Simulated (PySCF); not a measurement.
C₄H₉O, SMILES C1CC[OH+]C1, charge +1. Geometry: B3LYP-D3(BJ)/def2-SVP. The isomer is the one that the SMILES or the coordinates give; other isomers of the formula were not compared. The values are those of a single conformer.

Computed equilibrium geometry at B3LYP-D3(BJ)/def2-SVP (PySCF confirms it by a frequency run) as bond lengths and angles (one conformer of several):
Atoms: C1 C2 C3 O4 C5 H6 H7 H8 H9 H10 H11 H12 H13 H14. Bonds (Å): C1–C2 1.539, C1–C5 1.518, C1–H6 1.101, C1–H7 1.099, C2–C3 1.514, C2–H8 1.099, C2–H9 1.101, C3–O4 1.514, C3–H10 1.099, C3–H11 1.096, O4–C5 1.523, O4–H12 0.975, C5–H13 1.097, C5–H14 1.097. Angles (°): C2–C1–C5 104.3, C2–C1–H6 110.8, C2–C1–H7 112.3, C5–C1–H6 110.7, C5–C1–H7 110.9, H6–C1–H7 108.0, C1–C2–C3 103.9, C1–C2–H8 112.4, C1–C2–H9 111.3, C3–C2–H8 110.8, C3–C2–H9 110.5, H8–C2–H9 108.0, C2–C3–O4 101.2, C2–C3–H10 113.9, C2–C3–H11 116.3, O4–C3–H10 106.8, O4–C3–H11 105.7, H10–C3–H11 111.6, C3–O4–C5 111.2, C3–O4–H12 115.8, C5–O4–H12 116.0, C1–C5–O4 102.5, C1–C5–H13 116.1, C1–C5–H14 114.7, O4–C5–H13 106.8, O4–C5–H14 104.2, H13–C5–H14 111.0.
Charge +1, spin multiplicity 1.
